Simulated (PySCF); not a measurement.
## Deuteron quadrupole couplings in `C=C(F)C[Si@@](C)(N)[SiH3]`

C₄H₁₂FNSi₂.
Z-matrix (Å and degrees, GFN2-xTB geometry), rows numbered from 1:
```
C 
C   1  1.3206
F   2  1.3644  1  118.48
C   2  1.4744  1  128.87  3   177.08
Si  4  1.9335  2  110.74  1  -105.48
C   5  1.9050  4  107.43  2    57.75
N   5  1.7385  4  101.90  2   167.40
Si  5  2.3282  4  111.22  2   -66.31
H   1  1.0726  2  120.58  3  -179.64
H   1  1.0748  2  121.63  3     0.68
H   4  1.0903  2  109.05  1   134.76
H   4  1.0869  2  109.50  1    16.41
H   6  1.0857  5  110.85  4   -61.58
H   6  1.0855  5  111.29  4   178.84
H   6  1.0859  5  111.56  4    58.60
H   7  1.0076  5  119.22  4    56.31
H   7  1.0071  5  118.11  4  -167.15
H   8  1.4623  5  114.11  4    73.83
H   8  1.4716  5  110.21  4  -166.39
H   8  1.4683  5  112.42  4   -48.90
```

Level: PBE0/pcSseg-1 (PySCF, non-relativistic); Q(2H) = 0.00286 b; rigid geometry, the same for H and D, with no vibrational averaging.

Problem. Rank these positions by the coupling χzz of a deuteron there, largest first.
A. H12 (methylene hydrogen)
B. H10 (vinylic hydrogen)
C. H15 (methyl hydrogen)
D. H16 (N–H hydrogen)
E. H20 (Si–H hydrogen)

Solution. D (288 kHz), B (231 kHz), C (219 kHz), A (213 kHz), E (109 kHz).

Problem. Give the electric field gradient Vzz (the principal value of largest size), its asymmetry and the 2H coupling at each hydrogen.

Solution. 
```csv
atom,bonded to,bond length (Å),Vzz (au),η,χzz (kHz)
H9,C1,1.073,0.3477,0.08,234
H10,C1,1.075,0.3437,0.07,231
H11,C4,1.090,0.3126,0.04,210
H12,C4,1.087,0.3175,0.06,213
H13,C6,1.086,0.3243,0.01,218
H14,C6,1.086,0.3276,0.01,220
H15,C6,1.086,0.3262,0.02,219
H16,N7,1.008,0.4288,0.16,288
H17,N7,1.007,0.4298,0.16,289
H18,Si8,1.462,0.1664,0.01,112
H19,Si8,1.472,0.1600,0.00,108
H20,Si8,1.468,0.1625,0.01,109
```

Problem. Average by the element that carries the hydrogen.

Solution. on C: 221 kHz over 7 positions, mean bond length 1.083 Å; on N: 288 kHz over 2 positions, mean bond length 1.007 Å; on Si: 110 kHz over 3 positions, mean bond length 1.467 Å.

Problem. How does χzz go with the bond length over the 7 C–H bonds?

Solution. A straight-line fit has a slope of -12.8 kHz for each 0.01 Å, with a correlation coefficient of -0.98, over lengths from 1.073 to 1.090 Å. The longer bonds have the smaller couplings here.

Problem. A static deuteron (I = 1) shows a doublet split by (3/2)χ, (3/4)χ(1 + η) and (3/4)χ(1 − η) with the field along z, y and x of the gradient. What are these for H17?

Solution. With |χ| = 288.8 kHz and η = 0.160: 433, 251 and 182 kHz, to first order and without motion.

Geometry: GFN2-xTB, one conformer, isolated molecule. GFN2-xTB bond lengths can be off by several hundredths of an ångström, more for odd bonds, and the gradients follow them. The small basis limits the accuracy of the gradients.

These values come from a run that also computed NMR shieldings. The run took 45 s of wall time on one thread, Arm Neoverse V1 (aarch64), no GPU, on a shared host, and the process peaked at 1.0 GiB of memory.
